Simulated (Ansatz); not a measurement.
Molecule: sum formula ScO2H2, charge 0, multiplicity 2. The spin state was set by rule; other spins were not relaxed. SMILES: [OH][Sc][OH]
Structure (B3LYP-D3(BJ)/def2-TZVP (Ansatz, an electronic-structure program) minimum search):
```
Sc
O 1 1.8623
H 2 0.9556 1 161.85
O 1 1.8623 2 129.65 3 0.00
H 4 0.9556 1 161.85 2 0.00
```
Charge 0, spin multiplicity 2.

Property: vertical ionisation energy (to the singlet state of charge +1; each state is the SCF solution reached for its spin), in eV. Valence correlation only, unless marked. Open shells are spin-unrestricted. Spin-orbit coupling is left out. The frozen core is the preceding noble-gas configuration, with the filled d and f shells of earlier blocks. Non-relativistic. Basis-set limits of correlation are two-point, X^-3; Hartree-Fock from the larger set. The bracket is a focal-point correction in the basis named.

| level | program | vertical ionisation energy (eV) |
|---|---|---|
| HF/def2-TZVPPD | Ansatz | 5.83 |
| r2SCAN/def2-TZVPD | Ansatz | 5.99 |
| B3LYP/def2-TZVPD | Ansatz | 6.22 |
| PBE0/def2-TZVPD | Ansatz | 6.11 |
| BHLYP/def2-TZVPD | Ansatz | 6.20 |
| wB97X-V/def2-TZVPD | Ansatz | 6.03 |
| B2PLYP/def2-TZVPD | Ansatz | 6.00 |

Task: Estimate the value at RI-MP2/CBS(def2-TZVPPD,def2-QZVPPD)+[CCSD(T)-MP2]/def2-TZVPPD as computed with Ansatz.

Result: 5.95 eV
